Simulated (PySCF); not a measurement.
# Orbital picture of ZnF⁺

LC-ωPBE at R = 1.725 Å; Zn x2c-SVPall, F x2c-SVPall; spin-free X2C with a Gaussian nucleus (PySCF 2.14). State: ¹Σ⁺ (singlet), closed shell. Only the outer orbitals are listed, counted within each symmetry.

```
orbital  occ.  ε (eV)  on Zn (%)           main shells (%)
     8σ     2  -26.70         92                   92 Zn d
     3π     2  -26.70         98                   98 Zn d
     3π     2  -26.70         98                   98 Zn d
     1δ     2  -26.62        100                  100 Zn d
     1δ     2  -26.62        100                  100 Zn d
     9σ     2  -20.77         26           71 F p, 19 Zn s
     4π     2  -19.68          8                    92 F p
     4π     2  -19.68          8                    92 F p
    10σ     0   -9.55         90  72 Zn s, 18 Zn p, 10 F p
     5π     0   -3.67         97                   94 Zn p
     5π     0   -3.67         97                   94 Zn p
```

Question: Which are the highest filled and the lowest empty level, where do they sit, and how wide is the gap?

Answer: Highest filled 4π at -19.68 eV (in %: 92 F p); lowest empty 10σ at -9.55 eV (in %: 72 Zn s, 18 Zn p, 10 F p); the gap at LC-ωPBE is 10.13 eV.

```json
{
 "bond order (Mayer)": "1.23",
 "⟨S²⟩": "0.000",
 "charge on Zn (Mulliken, basis-dependent)": "1.25",
 "charge on Zn (Löwdin, basis-dependent)": "1.08",
 "dipole moment (positive dipole points towards F; it is taken about the centre of mass and depends on that origin)": "-6.09 D"
}
```
